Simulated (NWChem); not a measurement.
CC[Se]F (C$_{2}$H$_{5}$FSe), optimised at PBE0/def2-SVP with NWChem:

* **highest occupied level (eV)**: -6.39
* **orbital gap (eV)**: 5.07
* **dipole (D)**: 2.49
* **highest harmonic frequency (cm⁻¹)**: 3175
* **zero-point energy (kcal/mol)**: 42.5

All stand in one matching conformer (torsions within 35°), which need not be the lowest. This build's default masses of Se (78.918 u) and Br (79.917 u) are each other's, which moves their modes by up to 0.6 %.

**Question.** One F atom is replaced by H, giving CC[SeH] (C$_{2}$H$_{6}$Se), optimised at the same level. How do these values move?

**Answer.** 
| quantity | new value | change |
|---|---|---|
| highest occupied level (eV) | -6.33 | +0.06 |
| orbital gap (eV) | 6.81 | +1.74 |
| dipole (D) | 1.51 | -0.98 |
| highest harmonic frequency (cm⁻¹) | 3170 | -5 |
| zero-point energy (kcal/mol) | 46.1 | +3.6 |
